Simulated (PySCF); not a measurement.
**Polarisability and C₆ of Rb (rubidium, neutral)**

[Kr] 5s1, 2S determinant. Computed with PySCF 2.14 in aug-cc-pVQZ-X2C (9s8p6d3f2g, 102 functions), with the spin-free X2C one-electron Hamiltonian (Gaussian nucleus). Coupled (time-dependent) response in atomic units; α is the mean over directions.

| method | mean α (bohr³) | C₆ (like pair) | S(−4) |
| --- | --- | --- | --- |
| UHF | 481.8 | 8511 | 213500 |
| PBE | 358.4 | 5533 | 117900 |
| PBE0 | 391.0 | 6278 | 140300 |

S(−4) is the Cauchy moment in α(ω) = α(0) + S(−4) ω² + …

Reference α: 319.8 ± 0.3 bohr³ (recommended; Schwerdtfeger and Nagle, table of static dipole polarizabilities (2023 update)). Published C₆: 4769 (Chu and Dalgarno (2004); Tang, Norbeck and Certain (1976)).

Hartree-Fock lies above the reference because it lacks correlation, which contracts the outer shell.

α(iu) at UHF:

```
u (hartree)  α(iu) (bohr³)
          0          481.8
     0.0500          231.1
      0.100          94.57
      0.200          33.15
      0.300          19.14
      0.500          10.67
      0.750          6.883
       1.00          4.888
       1.50          2.794
       2.00          1.774
       3.00         0.8788
       5.00         0.3407
```

A single London oscillator, α(iu) = α/(1 + u²/ω²), gives C₆ = (3/4) ω α². Matching the computed C₆ needs ω = 4 × 8511 / (3 × 481.8²) = 0.0489 hartree.
